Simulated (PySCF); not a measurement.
**Mg+: ionisation energy**

Mg+ [Ne] 3s1 (2S) → Mg(2+) [Ne] (1S), as a difference of total energies. All numbers are calculated (PySCF 2.14, the spin-free X2C one-electron Hamiltonian (Gaussian nucleus), in aug-cc-pVQZ-DK). The calculations carry no spin-orbit coupling.

| method | ionisation energy (eV) |
| --- | --- |
| UHF | 14.746 |
| LDA | 15.378 |
| PBE | 15.366 |
| PBE0 | 15.259 |
| BHandHLYP | 15.328 |
| M06 | 14.665 |
| M06-L | 14.298 |

Estimate what r2SCAN gives.

15.042 eV, closest to PBE0 among the rows shown.

Estimate what CAM-B3LYP gives.

15.500 eV, closest to LDA among the rows shown.

For comparison: 15.035 eV (measured; NIST Atomic Spectra Database, ionization energies).
